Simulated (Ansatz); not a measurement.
```xyz
2

Cr    0.0000    0.0000    0.0000
C     0.0000    0.0000    2.4450
```

Basis set: pcseg-2 (spherical functions). Charge 0, multiplicity 3.

Computed with Ansatz (development build ahead of 0.2.0); each method stands on the lowest determinant of its kind that the runs found.

Q: Give the atomization energy at this shape (free ground-state atoms in the same class of orbitals less the molecule, no zero-point energy) of triplet CrC by PBE0 (unrestricted), PBE (unrestricted), UHF.

A:

| method | atomization energy |
| --- | --- |
| PBE0 (unrestricted) | 121.7 kJ/mol |
| PBE (unrestricted) | 142.0 kJ/mol |
| UHF | 76.5 kJ/mol |

Caution: another spin multiplicity may lie lower; the unrestricted determinant is a mixture of spin states.

The shape needn't be a minimum at these levels.
